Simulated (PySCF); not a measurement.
Stepwise substitution at one centre (Ga OH-SiH3). Gas-phase values, no solvent. One relaxed conformer stands for each flexible species; it need not be the lowest. Strings in code marks are SMILES.

Computed with PySCF with TPSSh-D3(BJ)/def2-TZVP // PBE0-D3(BJ)/def2-TZVP. All candidates: neutral, multiplicity 1. 

The LUMO is -2.96 eV. The HOMO–LUMO gap comes out as 3.81 eV. The HOMO is -6.77 eV.

Problem. Which member has these values?
A. `[OH][Ga]([OH])[SiH3]` (H–O–Ga–Si torsion -179°, Si–Ga–O–H torsion -1°)
B. `[OH][Ga]([SiH3])[SiH3]` (H–O–Ga–Si torsion 1°)
C. `[SiH3][Ga]([SiH3])[SiH3]`
D. `[OH][Ga]([OH])[OH]`

Solution. C, `[SiH3][Ga]([SiH3])[SiH3]`. The others give `[OH][Ga]([OH])[OH]`: -1.26 eV, 6.73 eV, -7.98 eV; `[OH][Ga]([OH])[SiH3]` (H–O–Ga–Si torsion -179°, Si–Ga–O–H torsion -1°): -1.42 eV, 6.14 eV, -7.55 eV; `[OH][Ga]([SiH3])[SiH3]` (H–O–Ga–Si torsion 1°): -2.24 eV, 4.45 eV, -6.69 eV
